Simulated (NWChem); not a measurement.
System: C2H5BO2; SMILES O=CB(C)O

NWChem input:

```
start job
memory heap 200 mb stack 700 mb global 900 mb
geometry units angstroms noautoz
  C     -0.688024    -1.871388     0.001908
  B      0.056606    -0.493490     0.001181
  O      1.401853    -0.387649     0.000399
  C     -0.676344     0.957765     0.001092
  O      0.031506     1.958828    -0.001513
  H     -1.344716    -1.961065    -0.875695
  H     -1.350561    -1.957192     0.875484
  H     -0.002496    -2.724292     0.006007
  H      1.622871     0.568440    -0.000532
  H     -1.782647     1.086917     0.003466
end
basis spherical
  C library 6-31g*
  B library 6-31g*
  O library 6-31g*
  H library 6-31g*
end
dft
  xc xwpbe 1.00 cpbe96 1.0 hfexch 1.00
  cam 0.3 cam_alpha 0.0 cam_beta 1.0
  iterations 150
  vectors input atomic output neutral.movecs
end
task dft energy
charge 1
dft
  odft
  mult 2
  vectors input atomic output cation.movecs
end
task dft energy
```

Geometry: optimised at B3LYP/6-31G* (spherical d).

Ions are spin-unrestricted doublets at the neutral geometry; other ion states weren't tried. Functional: LC-ωPBE (HJS hole) with 6-31G*; the question gives the range parameter ω in 1/bohr.

Problem. Give the results of this calculation. (LC-wPBE (HJS exchange hole, range parameter 0.3 per bohr)/6-31G* (spherical d), vertical spin-unrestricted ions.) Quantities: vertical ionisation energy, ΔSCF (eV); −ε(HOMO) (eV).

Solution. 
- vertical ionisation energy, ΔSCF (eV) = 9.81
- −ε(HOMO) (eV) = 9.22
